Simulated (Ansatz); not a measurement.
This Ansatz (a program for electronic structure) input (B2PLYP/pcseg-1) gives -99.63350 Eh with 14 basis functions. A basis named .json is the Basis Set Exchange file of that set (core-valence sets with the plain set on hydrogen).

Ansatz 0.2 input:
```yaml
crystal:
  periodic: [false, false, false]
  atoms:
    - {symbol: F, position_ang: [0.00000000, 0.00000000, 0.00000000]}
basis:
  gaussian:
    orbitals: pcseg-1.json
hamiltonian:
  xc: {name: B2PLYP}
magnetization: {spin_polarized: true, initial_magnetization: 1}
correlation: {electrons: outside_noble_gas}
scf: {lower_state_search: full}
```

Change:
```diff
- orbitals: pcseg-1.json
+ orbitals: aug-cc-pVTZ
```

### Question
What does the run give now?

### Answer
-99.71648 Eh (B2PLYP/aug-cc-pVTZ, 46 functions), a change of -82.98 mEh.
